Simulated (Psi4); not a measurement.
Pair of molecules, SMILES O with SMILES [C-]#[O+] (the first has 3 atoms); geometry from B3LYP-D3(BJ)/def2-TZVP, rigid monomers moved along the line of their centres of mass till H2···C4 is 2.67 Å.
(charge 0, multiplicity 1):
```xyz
5

O      0.2961    -0.4078    -0.4556
H      0.1480    -0.3008     0.4915
H      0.3642     0.4860    -0.8054
C     -0.0738    -0.0726     3.1455
O     -0.1238    -0.0715     4.2674
```

Calculation: SAPT0/jun-cc-pV(D+d)Z run with Psi4.

Task: Give the four SAPT terms and the total, and say what mostly holds the pair together.

Result: electrostatics -5.9, exchange 4.3, induction -1.3, dispersion -1.9, total -4.9 kJ/mol; the largest attraction is electrostatics.
